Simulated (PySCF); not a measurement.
PySCF 2.14 output of an unrestricted PBE calculation on a single atom or ion in 6-31G* (5s4p3d, 32 functions), with the non-relativistic Hamiltonian (point nucleus):

```
SCF conv_tol = 1e-09
number electrons alpha = 18  beta = 15
    J. P. Perdew, K. Burke, and M. Ernzerhof.,  Phys. Rev. Lett. 77, 3865 (1996)
    J. P. Perdew, K. Burke, and M. Ernzerhof.,  Phys. Rev. Lett. 78, 1396 (1997)
    J. P. Perdew, K. Burke, and M. Ernzerhof.,  Phys. Rev. Lett. 77, 3865 (1996)
    J. P. Perdew, K. Burke, and M. Ernzerhof.,  Phys. Rev. Lett. 78, 1396 (1997)
cycle= 1 E= -2235.18313602255  delta_E= -0.00684  |g|= 0.123  |ddm|= 0.194
cycle= 2 E= -2235.18297678011  delta_E= 0.000159  |g|= 0.125  |ddm|= 0.0622
cycle= 3 E= -2235.1850429167  delta_E= -0.00207  |g|= 0.00263  |ddm|= 0.0461
cycle= 4 E= -2235.18504720257  delta_E= -4.29e-06  |g|= 9.76e-05  |ddm|= 0.00646
cycle= 5 E= -2235.18504720418  delta_E= -1.61e-09  |g|= 3.85e-06  |ddm|= 8.13e-05
cycle= 6 E= -2235.18504720419  delta_E= -5.91e-12  |g|= 1.63e-07  |ddm|= 6.86e-06
converged SCF energy = -2235.18504720419  <S^2> = 3.7503026  2S+1 = 4.0001513
```

The run itself started from symmetry-adapted Hartree-Fock orbitals and held the occupation by maximum overlap, on a logarithmic radial grid, so the iterations belong to that start.

Which element, charge and spin multiplicity is this?

As (arsenic, neutral), multiplicity 4; the state was [Ar] 3d10 4s2 4p3, high-spin 4S determinant.
